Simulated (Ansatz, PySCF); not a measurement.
Breaking the B1–F3 bond in BF2H (SMILES FBF) (multiplicity 1 held, fragments rigid). Energies count from the point at 1.318 Å.
Geometry at that point (charge 0, multiplicity 1):
```xyz
4

B     -0.235    -0.385     0.082
H     -0.844    -1.382     0.294
F      0.899    -0.139     0.705
F     -0.675     0.506    -0.783
```

Restricted levels (R-, RO-) in cc, def2 and unpolarised 6-31G sets keep to the state of the molecule at rest. Unrestricted levels (U-) break spin symmetry where that is lower. Levels need not reach the same state.

Cores are frozen in the correlated methods. Rows in 6-31G* carry no dispersion term and start afresh at each structure (6-31G* with six Cartesian d functions).

Programs: Ansatz (Gaussian basis) for Hartree–Fock, density functionals and correlated methods; PySCF for 6-31G* rows. Values without a source in brackets are computed.

Energies in kcal/mol.

```json
[
 {"R (Å)": "1.054", "R-HF/6-31G*": "64.2", "R-B3LYP/cc-pVTZ": "65.0", "R-CCSD(T)/cc-pVTZ": "66.2", "U-CCSD(T)/cc-pVTZ": "66.2"},
 {"R (Å)": "1.186", "R-HF/6-31G*": "10.4", "R-B3LYP/cc-pVTZ": "11.7", "R-CCSD(T)/cc-pVTZ": "11.9", "U-CCSD(T)/cc-pVTZ": "11.9"},
 {"R (Å)": "1.318", "R-HF/6-31G*": "0.0", "R-B3LYP/cc-pVTZ": "0.0", "R-CCSD(T)/cc-pVTZ": "0.0", "U-CCSD(T)/cc-pVTZ": "0.0"},
 {"R (Å)": "1.449", "R-HF/6-31G*": "9.2", "R-B3LYP/cc-pVTZ": "7.0", "R-CCSD(T)/cc-pVTZ": "7.4", "U-CCSD(T)/cc-pVTZ": "7.4"},
 {"R (Å)": "1.581", "R-HF/6-31G*": "27.0", "R-B3LYP/cc-pVTZ": "21.9", "R-CCSD(T)/cc-pVTZ": "22.9", "U-CCSD(T)/cc-pVTZ": "22.9"},
 {"R (Å)": "1.779", "R-HF/6-31G*": "58.6", "R-B3LYP/cc-pVTZ": "48.5", "R-CCSD(T)/cc-pVTZ": "50.7", "U-CCSD(T)/cc-pVTZ": "50.7"},
 {"R (Å)": "1.977", "R-HF/6-31G*": "89.5", "R-B3LYP/cc-pVTZ": "74.2", "R-CCSD(T)/cc-pVTZ": "77.7", "U-CCSD(T)/cc-pVTZ": "77.7"},
 {"R (Å)": "2.306", "R-HF/6-31G*": "134.0", "R-B3LYP/cc-pVTZ": "110.2", "R-CCSD(T)/cc-pVTZ": "115.3", "U-CCSD(T)/cc-pVTZ": "117.6"},
 {"R (Å)": "2.635", "R-HF/6-31G*": "169.2", "R-B3LYP/cc-pVTZ": "137.2", "R-CCSD(T)/cc-pVTZ": "141.9", "U-CCSD(T)/cc-pVTZ": "146.8"},
 {"R (Å)": "3.031", "R-HF/6-31G*": "201.9", "R-B3LYP/cc-pVTZ": "160.0", "R-CCSD(T)/cc-pVTZ": "157.0", "U-CCSD(T)/cc-pVTZ": "166.4"},
 {"R (Å)": "3.558", "R-HF/6-31G*": "233.1", "R-B3LYP/cc-pVTZ": "179.0", "R-CCSD(T)/cc-pVTZ": "125.0", "U-CCSD(T)/cc-pVTZ": "172.6"},
 {"R (Å)": "4.217", "R-HF/6-31G*": "256.5", "R-B3LYP/cc-pVTZ": "192.1", "R-CCSD(T)/cc-pVTZ": "-24.5", "U-CCSD(T)/cc-pVTZ": "173.8"}
]
```

Doubts at one or more of the structures used: a restricted determinant that unrestricted orbitals would lower (R-HF/6-31G*, R-B3LYP/cc-pVTZ, R-CCSD(T)/cc-pVTZ); T1 above 0.05 (R-CCSD(T)/cc-pVTZ, U-CCSD(T)/cc-pVTZ); other coupled-cluster roots lie near (R-CCSD(T)/cc-pVTZ); a spin-contaminated determinant (U-CCSD(T)/cc-pVTZ).

Ansatz is an electronic-structure program.
